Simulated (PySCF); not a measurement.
Cl₃Si, SMILES Cl[Si](Cl)Cl (connectivity only; charge and spin as stated), charge +1, multiplicity 1. Atoms are numbered in the order given.

```xyz
4

Cl     1.9733     0.0000     0.0000
Si     0.0000     0.0000     0.0000
Cl    -0.9866    -1.7089     0.0000
Cl    -0.9866     1.7089     0.0000
```
Charge +1, spin multiplicity 1.

Geometry optimised at B3LYP-D3(BJ)/def2-SVP. The spin state was assumed, not searched. The isomer is the one that the SMILES or the coordinates give; other isomers of the formula were not compared.

Two levels are set side by side: PBE/pcSseg-2 (PySCF) and B3LYP/pcSseg-2 (PySCF). GIAO shifts against HCl (³⁵Cl), TMS (²⁹Si) at the same level; non-relativistic, no solvent, atoms listed together averaged. Without spin–orbit terms, shifts of atoms bonded to Cl or Br come out too high at both levels. Differences are taken from unrounded values.

| quantity | B3LYP | PBE | PBE minus B3LYP |
|---|---|---|---|
| δ(³⁵Cl) of Cl1, Cl3, Cl4 (ppm) | 319.2 | 358.7 | 39.5 |
| δ(²⁹Si) of Si2 (ppm) | 102.0 | 89.9 | -12.1 |

Rough cost on one machine, each run with all the roots and properties that it gave: B3LYP against PBE within a factor of 2.
